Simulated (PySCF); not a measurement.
# From computed data to an observable: entropy of an ideal gas

GeH₂FCl, SMILES [GeH2]([Cl])[F].

The structure is a stationary point at B3LYP-D3(BJ)/def2-TZVP.

PySCF with B3LYP-D3(BJ)/def2-TZVP gives the harmonic wavenumbers 191, 427, 548, 641, 695, 794, 851, 2178, 2197 cm⁻¹ and the rotational temperatures 0.5992, 0.1634, 0.1332 K. The molar mass is 129.09 g/mol, the symmetry number 1, the spin multiplicity 1.

Problem. Work out the entropy at 298.15 K and 1 atm in the rigid-rotor, harmonic-oscillator model.

Solution. 
Translation (Sackur–Tetrode at 1 atm): S = R[1.5 ln M + 2.5 ln T − 1.16487] = 169.4 J/(mol K).
Rotation: q = (√π/σ) T^1.5/√(θA θB θC) = 79900, S = R[ln q + 3/2] = 106.3 J/(mol K).
Vibration: with u = 1.4388 ν/T, each mode gives R[u/(e^u − 1) − ln(1 − e^−u)]:
| ν (cm⁻¹) | modes | u | S (J/(mol K)) |
|---|---|---|---|
| 191 | 1 | 0.92 | 9.28 |
| 427 | 1 | 2.06 | 3.63 |
| 548 | 1 | 2.64 | 2.29 |
| 641 | 1 | 3.09 | 1.61 |
| 695 | 1 | 3.35 | 1.31 |
| 794 | 1 | 3.83 | 0.89 |
| 851 | 1 | 4.11 | 0.71 |
The stiffer modes add less than 0.005 each. Sum 19.7 J/(mol K).
Spin: R ln 1 = 0.0 J/(mol K).
Total 295.4 J/(mol K); the program's own thermochemistry gives 295.4. Translation makes up 57 % and vibration 7 %. Anharmonicity, hindered rotation and orbital degeneracy are left out.
